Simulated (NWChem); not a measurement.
System: CAlClFNO; SMILES [Cl][Al]([N]=C=O)[F]

Parts of the log:

```
             Northwest Computational Chemistry Package (NWChem) 7.3.0
             --------------------------------------------------------

 C1  symmetry detected

                             Geometry "geometry" -> ""
                             -------------------------

 Output coordinates in angstroms (scale by  1.889725989 to convert to a.u.)

  No.       Tag          Charge          X              Y              Z
 ---- ---------------- ---------- -------------- -------------- --------------
    1 Al                  13.0000     0.40691633     0.54612825     0.00101607
    2 Cl                  17.0000    -1.09024296     1.97849921    -0.00058211
    3 F                    9.0000     1.98266301     1.03649640    -0.00130048
    4 N                    7.0000     0.03939757    -1.16569543     0.00313780
    5 C                    6.0000    -0.20965594    -2.34212201     0.00055881
    6 O                    8.0000    -0.45219956    -3.48125268    -0.00211577

 Effective nuclear repulsion energy (a.u.)     296.8570240914

                                 NWChem DFT Module
                                 -----------------

 Summary of "ao basis" -> "ao basis" (spherical)
 ------------------------------------------------------------------------------
       Tag                 Description            Shells   Functions and Types
 ---------------- ------------------------------  ------  ---------------------
 Al                        6-311++g**               14       30   7s6p1d
 Cl                        6-311++g**               14       30   7s6p1d
 F                         6-311++g**               10       22   5s4p1d
 N                         6-311++g**               10       22   5s4p1d
 C                         6-311++g**               10       22   5s4p1d
 O                         6-311++g**               10       22   5s4p1d

            General Information
            -------------------
          SCF calculation type: DFT
          Wavefunction type:  closed shell.
          No. of atoms     :     6
          No. of electrons :    60
           Alpha electrons :    30
            Beta electrons :    30
          Charge           :     0
          Spin multiplicity:     1
          Use of symmetry is: off; symmetry adaption is: off
          Maximum number of iterations: 150
          AO basis - number of functions:   148
                     number of shells:    68
          Convergence on energy requested:  1.00D-06
          Convergence on density requested:  1.00D-05
          Convergence on gradient requested:  5.00D-04

              XC Information
              --------------
                         B3LYP Method XC Potential
                     Hartree-Fock (Exact) Exchange  0.200
                        Slater Exchange Functional  0.800 local
                    Becke 1988 Exchange Functional  0.720 non-local
              Lee-Yang-Parr Correlation Functional  0.810
                  VWN I RPA Correlation Functional  0.190 local

             Grid Information
             ----------------
          Grid used for XC integration:  medium
          Radial quadrature: Mura-Knowles
          Angular quadrature: Lebedev.
          Tag              B.-S. Rad. Rad. Pts. Rad. Cut. Ang. Pts.
          ---              ---------- --------- --------- ---------
          Al                  1.25       88          13.0       590
          Cl                  1.00       88          14.0       590
          F                   0.50       49          13.0       434
          N                   0.65       49          12.0       434
          C                   0.70       49          14.0       434
          O                   0.60       49          15.0       434
          Grid pruning is: on
          Number of quadrature shells:   372
          Spatial weights used:  Erf1

      Superposition of Atomic Density Guess
      -------------------------------------

 Sum of atomic energies:        -967.51529342

      Non-variational initial energy
      ------------------------------

 Total energy =    -969.230762
 1-e energy   =   -1928.564556
 2-e energy   =     662.476770
 HOMO         =      -0.408366
 LUMO         =      -0.047360

     ---------------------------------------------
      Total Density - Mulliken Population Analysis
     ---------------------------------------------

    Atom       Charge   Shell Charges
 -----------   ------   -------------------------------------------------------
    1 Al  13    11.84   0.79  1.18  0.99  1.01  0.58  0.20  2.10  3.82  0.40  0.32  0.22  0.02 -0.03  0.22
    2 Cl  17    17.37   0.78  1.19  0.91  1.08  0.99  1.03  7.41 -1.50  1.05  3.18  1.45 -0.07 -0.13  0.01
    3 F    9     9.52   1.08  0.92  1.23  1.10  2.58  0.91  1.87 -0.17 -0.00  0.00
    4 N    7     7.68   1.09  0.90  0.81  0.90  1.97  0.83  1.32 -0.09 -0.07  0.01
    5 C    6     4.99   1.10  0.89  0.45  0.77  1.02  0.34  0.17  0.04  0.06  0.16
    6 O    8     8.60   1.08  0.91  0.98  1.04  2.20  0.87  1.50 -0.00 -0.00  0.01

   convergence    iter        energy       DeltaE   RMS-Dens  Diis-err
 ---------------- ----- ----------------- --------- --------- ---------
 d= 0,ls=0.0,diis     1   -970.7300060583 -1.27D+03  1.12D-02  2.34D+00
 d= 0,ls=0.0,diis     2   -970.5406405637  1.89D-01  7.35D-03  4.14D+00
 d= 0,ls=0.0,diis     3   -970.8645346288 -3.24D-01  2.39D-03  3.70D-01
 d= 0,ls=0.0,diis     4   -970.8767416664 -1.22D-02  1.22D-03  1.85D-01
 d= 0,ls=0.0,diis     5   -970.8943909830 -1.76D-02  4.65D-04  6.03D-03
  Resetting Diis
 d= 0,ls=0.0,diis     6   -970.8950138101 -6.23D-04  1.11D-04  3.64D-04
 d= 0,ls=0.0,diis     7   -970.8950472439 -3.34D-05  5.87D-05  4.09D-05
 d= 0,ls=0.0,diis     8   -970.8950384227  8.82D-06  3.38D-05  1.33D-04
 d= 0,ls=0.0,diis     9   -970.8950508080 -1.24D-05  6.48D-06  3.82D-06
 d= 0,ls=0.0,diis    10   -970.8950511189 -3.11D-07  2.26D-06  4.01D-07

         Total DFT energy =     -970.895051118938
      One electron energy =    -1931.616961491852
           Coulomb energy =      742.343458746957
    Exchange-Corr. energy =      -78.478572465405
 Nuclear repulsion energy =      296.857024091362

 Numeric. integr. density =       59.999997249653

                       DFT Final Molecular Orbital Analysis
                       ------------------------------------

 Vector   28  Occ=2.000000D+00  E=-3.603691D-01
              MO Center= -8.9D-01,  1.5D+00, -3.3D-04, r^2= 3.1D+00
   Bfn.  Coefficient  Atom+Function         Bfn.  Coefficient  Atom+Function
  ----- ------------  ---------------      ----- ------------  ---------------
    46      0.383227  2 Cl px                47      0.352180  2 Cl py
    49      0.239599  2 Cl px                37     -0.236229  2 Cl px
    50      0.224194  2 Cl py                38     -0.214208  2 Cl py
    43      0.176211  2 Cl px                44      0.158579  2 Cl py
    98      0.102755  4 N  py                17      0.098440  1 Al py

 Vector   29  Occ=2.000000D+00  E=-3.382402D-01
              MO Center= -1.9D-01, -1.7D+00,  1.3D-03, r^2= 3.1D+00
   Bfn.  Coefficient  Atom+Function         Bfn.  Coefficient  Atom+Function
  ----- ------------  ---------------      ----- ------------  ---------------
    95      0.320918  4 N  pz                91      0.300621  4 N  pz
   135     -0.270152  6 O  pz               139     -0.241711  6 O  pz
    87      0.207645  4 N  pz               131     -0.186985  6 O  pz
    48     -0.146283  2 Cl pz                51     -0.099697  2 Cl pz
    39      0.089377  2 Cl pz                99      0.088648  4 N  pz

 Vector   30  Occ=2.000000D+00  E=-3.315270D-01
              MO Center= -2.2D-01, -1.5D+00,  8.7D-04, r^2= 3.9D+00
   Bfn.  Coefficient  Atom+Function         Bfn.  Coefficient  Atom+Function
  ----- ------------  ---------------      ----- ------------  ---------------
    93      0.310121  4 N  px                89      0.289546  4 N  px
   133     -0.255739  6 O  px               137     -0.231679  6 O  px
    85      0.199905  4 N  px               129     -0.177246  6 O  px
    47     -0.174784  2 Cl py                50     -0.110644  2 Cl py
    38      0.108890  2 Cl py                46     -0.104357  2 Cl px

 Vector   31  Occ=0.000000D+00  E=-6.618192D-02
              MO Center=  3.1D-01,  6.3D-01,  1.1D-02, r^2= 6.1D+00
   Bfn.  Coefficient  Atom+Function         Bfn.  Coefficient  Atom+Function
  ----- ------------  ---------------      ----- ------------  ---------------
     6      2.011538  1 Al s                 22      1.422155  1 Al s
    52     -0.962631  2 Cl s                 96     -0.863899  4 N  s
    19     -0.643625  1 Al px                98     -0.556189  4 N  py
    92     -0.372966  4 N  s                 74     -0.318408  3 F  s
    36     -0.290738  2 Cl s                 54      0.286793  2 Cl py

 Vector   32  Occ=0.000000D+00  E=-5.570156D-02
              MO Center=  2.1D-01, -7.5D-02, -9.0D-03, r^2= 5.2D+00
   Bfn.  Coefficient  Atom+Function         Bfn.  Coefficient  Atom+Function
  ----- ------------  ---------------      ----- ------------  ---------------
    18      0.581342  1 Al pz                21      0.378101  1 Al pz
   117     -0.271012  5 C  pz                15      0.231541  1 Al pz
   113     -0.205799  5 C  pz                51     -0.184412  2 Cl pz
   139      0.165165  6 O  pz                48     -0.162444  2 Cl pz
    77     -0.130189  3 F  pz               109     -0.128226  5 C  pz

[...]
```

Level: B3LYP/6-311++G** (spherical d). Coordinates come from a PBE0/def2-SVP optimisation. B3LYP is NWChem's, with the RPA form of VWN correlation.

Q: Reconstruct the input file.

A: This is not unique; one that fits is the input that was run:
```
start job
memory heap 200 mb stack 900 mb global 1100 mb
geometry units angstroms noautoz
  Al    -0.364578     0.529317    -0.210453
  Cl    -2.145571    -0.493624    -0.484005
  F     -0.312073     2.145561    -0.539759
  N      1.080364    -0.279416     0.358325
  C      2.075540    -0.832698     0.745000
  O      3.038773    -1.369780     1.119404
end
basis spherical
  * library 6-311++g**
end
dft
  xc b3lyp
  iterations 150
  mulliken
end
task dft energy
```
